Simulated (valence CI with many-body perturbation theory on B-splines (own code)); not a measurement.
# Tb³¹⁺ in brief

Computed by configuration interaction combined with many-body perturbation theory (CI+MBPT): six valence electrons over a frozen Dirac-Fock core [Ar] 3d10, radial functions for each j: 9 s, 9 p, 8 d, 6 f, 3 g, 1 h, with the one-electron correlation potential Σ1 (screened to all orders), the two-electron term Σ2, the three-electron term Σ3, Breit, model QED; selected single and double excitations, second order for the rest, scaled by the run's own slope (own B-spline code, finite nucleus).

The last digits are not significant, and no measured levels were compared; by estimate large intervals hold to a few tenths of a per cent, small ones and those within an open d or f shell to about a per cent. Among the levels kept, up to 630 cm⁻¹ of a level comes from second order outside the variational space, and about a tenth of that is noise between levels of different J, which matters for small intervals.

Levels are named by their leading jj configuration (3d3/2^4 stands for four electrons in 3d with j = 3/2), which in mixed levels can hold well under half, so a name can repeat and another be missing.

Rates and lifetimes use the calculated energies. Strong lines usually hold to 10 to 20 %, long lifetimes can be off by a factor of two.

Task: What is the ground level?

Result: (4s^2 4p1/2^2 4p3/2^2) J=2, composition 71 % 4s²4p⁴ ³P + 28 % 4s²4p⁴ ¹D, g = 1.356.

Task: How well does LS coupling describe the low levels?

Result: Among the lowest 20 levels the leading LS term, summed over configurations, holds 51 % on average. For single configurations the figures are 45 % in LS and 80 % in jj coupling. Terms mix most in the J = 3 level at 142.58 eV, where the leading one holds 26 %.

Task: What are the static dipole polarisabilities of the lowest levels?

Result: (4s^2 4p1/2^2 4p3/2^2) J=2 0.0805 (tensor 0.00090); (4s^2 4p1/2^2 4p3/2^2) J=0 0.0803; (4s^2 4p1/2 4p3/2^3) J=1 0.0872 (tensor -0.0025); (4s^2 4p1/2 4p3/2^3) J=2 0.0869 (tensor -0.0057) bohr³, of which the core gives 0.00414.

Task: Name the longest-lived excited levels whose lifetime is computed, and their main decay.

Result: (4s^2 4p1/2^2 4p3/2^2) J=0 at 7.07 eV lives 262 ms, mostly by E2 to (4s^2 4p1/2^2 4p3/2^2) J=2; (4s^2 4p1/2^2 4p3/2 4d5/2) J=4 at 132.43 eV lives 150 μs, mostly by M1 to (4s^2 4p1/2^2 4p3/2 4d3/2) J=3; (4s^2 4p1/2 4p3/2^2 4d3/2) J=4 at 169.48 eV lives 6.75 μs, mostly by M1 to (4s^2 4p1/2^2 4p3/2 4d3/2) J=3.

Task: What is the ionisation energy?

Result: 1257.9 eV; NIST lists 1256 ± 4 eV (theoretical).

Task: Among levels below 199.49 eV, which E1 lines absorb most strongly from the ground level?

Result: to (4s^2 4p1/2 4p3/2^2 4d3/2) J=3 at 6.785 nm, f = 0.919; to (4s^2 4p1/2 4p3/2^2 4d3/2) J=2 at 6.826 nm, f = 0.591; to (4s^2 4p1/2^2 4p3/2 4d5/2) J=3 at 8.696 nm, f = 0.313.

Task: Where does the other parity begin?

Result: At (4s 4p1/2^2 4p3/2^3) J=2, 118.04 eV.
